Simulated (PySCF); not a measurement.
PySCF input:

```python
from pyscf import gto, scf, dft

mol = gto.M(
    atom='''
    Bi    0.02496191    0.00900550    0.44328029
    Cl    0.93441569   -1.52941726   -1.10755109
    Cl   -1.05628854    1.48544922   -1.05669976
    ''',
    basis='def2-tzvpd',
    ecp='def2-tzvp',
    charge=1,
    spin=0,
    verbose=4,
)

mf = dft.RKS(mol, xc='tpss').density_fit(auxbasis='def2-universal-jkfit')
mf.grids.level = 3
mf.conv_tol = 1e-9
mf.max_cycle = 100
mf.max_memory = 1500
mf.kernel()
if not mf.converged:
    mf = mf.newton()
    mf.kernel(mf.make_rdm1())
mf.analyze()
```

Task: Predict the final energy.

Result: -1134.83267 Eh (TPSS/def2-TZVPD).
